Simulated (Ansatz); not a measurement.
Cost and result for the atomization energy of CH₆N₂Si (`C=N[SiH2]N`) (10 atoms, 9 bonds).

```xyz
10

C     1.6785   -1.0720   -0.1822
N     0.6749   -0.5567   -0.7368
Si   -0.2416    0.7545   -0.0268
N    -1.9034    0.4135    0.1721
H     2.2254   -1.8915   -0.6649
H     2.0749   -0.7542    0.7975
H     0.3128    1.0771    1.3217
H    -0.1085    1.8921   -0.9678
H    -2.5031    0.3249   -0.6322
H    -2.2098   -0.1877    0.9195
```

The species carries charge 0 and has multiplicity 1. The geometry is a stationary point of PBE0-D4/def2-TZVP. It is one conformer, not always the lowest. Program: Ansatz. All runs use 2 threads of an Intel Xeon Platinum 8488C on a shared host. Times are those of one run each, without the atoms' runs, and a repeat can differ threefold. Electronic energies, without spin–orbit coupling; frozen cores. CCSD(T)/CBS adds CCSD(T) − MP2 in def2-TZVPP to the MP2 limit, and its time is that of the two runs behind it. T1 = 0.012. B3LYP takes the VWN-RPA correlation (the form of Gaussian; ORCA's B3LYP/G). HSE06 is the plane-wave form, built on full-range PBE exchange.

CCSD(T)/CBS is a level of theory with its own doubt, some kJ/mol a heavy atom from the limit and from the frozen cores, so smaller differences don't rank the functionals.

```json
{"level": "BLYP-D4/def2-TZVPP", "functions": "219", "wall time": "2.1 s"}
{"level": "HSE06-D4/def2-TZVPP", "functions": "219", "wall time": "2.7 s"}
{"level": "CAM-B3LYP-D4/def2-TZVPP", "functions": "219", "wall time": "3 s"}
{"level": "PBE-D4/def2-TZVPP (with forces)", "functions": "219", "wall time": "3.3 s"}
{"level": "r2SCAN-D4/def2-TZVPP (with forces)", "functions": "219", "wall time": "3.6 s"}
{"level": "CCSD(T)/def2-SVP", "functions": "90", "wall time": "4 s"}
{"level": "B3LYP-D4/def2-TZVPP (with forces)", "functions": "219", "wall time": "4.4 s"}
{"level": "PBE-QIDH/def2-TZVPP", "functions": "219", "wall time": "4.8 s"}
{"level": "B97M-V/def2-TZVPP", "functions": "219", "wall time": "6 s"}
{"level": "ωB97M-V/def2-TZVPP (with forces)", "functions": "219", "wall time": "8.5 s"}
{"level": "MP2/def2-QZVPP", "functions": "421", "wall time": "19 s"}
{"level": "CCSD(T)/def2-TZVPP", "functions": "219", "wall time": "62 s"}
{"level": "CCSD(T)/CBS(def2)", "functions": "–", "wall time": "81 s"}
```

Question: What atomization energy does each give, and how far from CCSD(T)/CBS? (Best estimate.)

Answer: The calculation gave: 
| level | atomization (kJ/mol) | difference from CCSD(T)/CBS | per bond |
| --- | --- | --- | --- |
| BLYP-D4/def2-TZVPP | 3607.1 | 28.8 | 3.2 |
| HSE06-D4/def2-TZVPP | 3567.0 | -11.3 | -1.3 |
| CAM-B3LYP-D4/def2-TZVPP | 3609.2 | 30.9 | 3.4 |
| PBE-D4/def2-TZVPP (with forces) | 3641.4 | 63.1 | 7.0 |
| r2SCAN-D4/def2-TZVPP (with forces) | 3556.9 | -21.4 | -2.4 |
| CCSD(T)/def2-SVP | 3308.9 | -269.4 | -29.9 |
| B3LYP-D4/def2-TZVPP (with forces) | 3600.3 | 22.0 | 2.4 |
| PBE-QIDH/def2-TZVPP | 3523.7 | -54.6 | -6.1 |
| B97M-V/def2-TZVPP | 3579.5 | 1.2 | 0.1 |
| ωB97M-V/def2-TZVPP (with forces) | 3596.7 | 18.4 | 2.0 |
| MP2/def2-QZVPP | 3569.8 | -8.5 | -1.0 |
| CCSD(T)/def2-TZVPP | 3464.5 | -113.8 | -12.7 |
| CCSD(T)/CBS(def2) | 3578.3 | 0.0 | 0.0 |

The D4 term adds +28.0 kJ/mol with B3LYP and +14.6 kJ/mol with PBE0; it sums over pairs of atoms, weighted by their polarisabilities, and B3LYP, whose exchange is more repulsive, gets the larger term. From BLYP to BHLYP (50 % exact exchange), in def2-TZVPP and without D4, the atomization energy moves by −105.5 kJ/mol: exact exchange takes away binding that semilocal exchange gives to molecules. In def2-TZVPP, CCSD(T) changes the Hartree–Fock value by +978.1 kJ/mol (the triples alone add +55.6 kJ/mol) and MP2 by +1014.9 kJ/mol; breaking electron pairs costs correlation energy, which Hartree–Fock lacks.
